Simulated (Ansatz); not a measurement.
`CBOC` + `[SiH3]N[SiH3]` → `CBN([SiH3])[SiH3]` + CH₃OH  (ligand exchange at a B–O bond)

Gas-phase electronic energies from Ansatz, PBE0-D4/def2-TZVP geometries. CCSD(T)/CBS is the MP2 limit (def2-TZVPP, def2-QZVPP) plus CCSD(T) − MP2 in def2-TZVPP, frozen cores. This one scheme is used for every species. Functionals use def2-TZVPP. Each species was taken in one conformer, which may not be the lowest.

CCSD(T)/CBS gives +33.1 kJ/mol.

Task: Another level gave +37.6 kJ/mol. Which?
A. ωB97X-V/def2-TZVPP
B. PBE0-D4/def2-TZVPP
C. BHLYP/def2-TZVPP
D. B2PLYP/def2-TZVPP

Result: A. ωB97X-V 37.6, PBE0-D4 32.1, BHLYP 46.6, B2PLYP 42.2 kJ/mol.

Largest T1 diagnostic among the species: 0.012.

Leaving LDA and LC-ωPBE aside and taking each functional with its dispersion term where it has one, the values, not all of them listed here, spread over 13.5 kJ/mol, from revPBE-D4 to B2PLYP. LDA lies −3.5 kJ/mol from PBE without D4. In def2-TZVPP, CCSD(T) changes the Hartree–Fock value by −16.4 kJ/mol (the triples alone add −2.3 kJ/mol) and MP2 by −18.0 kJ/mol. The D4 term adds −10.1 kJ/mol with B3LYP and −5.7 kJ/mol with PBE0; it sums over pairs of atoms, weighted by their polarisabilities, and B3LYP, whose exchange is more repulsive, gets the larger term.

B3LYP here is the variant with VWN-RPA as its local correlation; programs differ in this.
